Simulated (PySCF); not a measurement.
F₄Se, SMILES F[Se](F)(F)F (connectivity only; charge and spin as stated), charge +1, multiplicity 2. Coordinates come from a PBE-D3(BJ)/def2-SVP optimisation. The spin state was assumed, not searched. The isomer is the one that the SMILES or the coordinates give; other isomers of the formula were not compared.

The numbers are results of PBE-D3(BJ)/def2-SVP in PySCF, not measurements.

Harmonic wavenumbers (cm⁻¹): 163, 170, 255, 281, 302, 568, 571, 737, 751. Rotational constants (GHz): 4.696, 3.198, 2.804; symmetry number 2.

Task: Work out the zero-point energy and the ideal-gas rigid-rotor harmonic-oscillator thermochemistry at 298.15 K and 1 atm.

Result: ZPE = ½ Σ hcν = ½ × 3798 cm⁻¹ = 22.72 kJ/mol. H − E(el) = 40.82 kJ/mol. Entropy in J/(mol K): translation 171.64, rotation 104.85, vibration 46.47, spin 5.76, total 328.72. G − E(el) = -57.19 kJ/mol. Cp = 85.93 J/(mol K).
